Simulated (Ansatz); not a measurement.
Reaction (ligand exchange at a B–S bond): `CSB(C)N` + `BN` → `BNB(C)N` + CH₃SH

Program: Ansatz. Geometries: PBE0-D4/def2-TZVP. ΔE: electronic, gas phase. CCSD(T)/CBS is the MP2 limit (def2-TZVPP, def2-QZVPP) plus CCSD(T) − MP2 in def2-TZVPP, frozen cores. This one scheme is used for every species. One conformer a species, not always the lowest.

| level | ΔE (kJ/mol) |
| --- | --- |
| HF/def2-QZVPP | -24.2 |
| SCS-MP2/def2-QZVPP | -8.1 |

Question: What does CCSD(T)/CBS give? (An estimate is asked.)

Answer: Ansatz gave: -7.6 kJ/mol. The listed levels differ from it by -16.6, -0.5 kJ/mol.

Largest T1 diagnostic among the species: 0.012.

From PBE to PBE0 (25 % exact exchange), in def2-TZVPP and without D4, ΔE moves by −3.5 kJ/mol. The D4 term adds +3.8 kJ/mol with B3LYP and +2.1 kJ/mol with PBE0; it sums over pairs of atoms, weighted by their polarisabilities, and B3LYP, whose exchange is more repulsive, gets the larger term.

B3LYP here is the variant with VWN-RPA as its local correlation; programs differ in this.
